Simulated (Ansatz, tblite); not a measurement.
Forces on [CdCl4]2- (CdCl4²⁻) at its PBE0-D4/def2-SVPD geometry. Total charge -2; singlet.

In the def2 sets Cd takes a core potential; there is no spin–orbit coupling. The xTB rows come from tblite. A multiply charged anion in the gas phase is held together partly by the finite basis. At PBE-D4/def2-TZVPD the highest occupied level of the charge -2 singlet lies above zero (up to 1.04 eV). By energy differences its removal costs 1.20 eV (vertical, to the charge -1 doublet, at PBE-D4/def2-TZVPD); a positive level beside a positive removal energy at the same level points to self-interaction error.

GFN1-xTB (tblite), largest force 0.37 eV/Å:

```xyz
5
positions Å, forces eV/Å
Cd    0.000    0.000    0.000    0.000   -0.001    0.000
Cl    1.267   -0.229   -2.192   -0.183    0.033    0.316
Cl   -2.051   -1.500   -0.046    0.296    0.217    0.007
Cl   -0.725    2.416    0.312    0.105   -0.349   -0.045
Cl    1.509   -0.688    1.926   -0.218    0.099   -0.278
```

GFN2-xTB (tblite), largest force 0.12 eV/Å:

```
Cd -0.001 -0.001 0.001
Cl -0.058 0.011 0.100
Cl 0.094 0.069 0.002
Cl 0.033 -0.110 -0.014
Cl -0.069 0.032 -0.088
```

PBE-D4/def2-TZVPD (Ansatz), largest force 0.04 eV/Å:

```
Cd -0.001 -0.001 0.001
Cl 0.018 -0.003 -0.031
Cl -0.028 -0.021 -0.001
Cl -0.010 0.035 0.004
Cl 0.021 -0.009 0.027
```
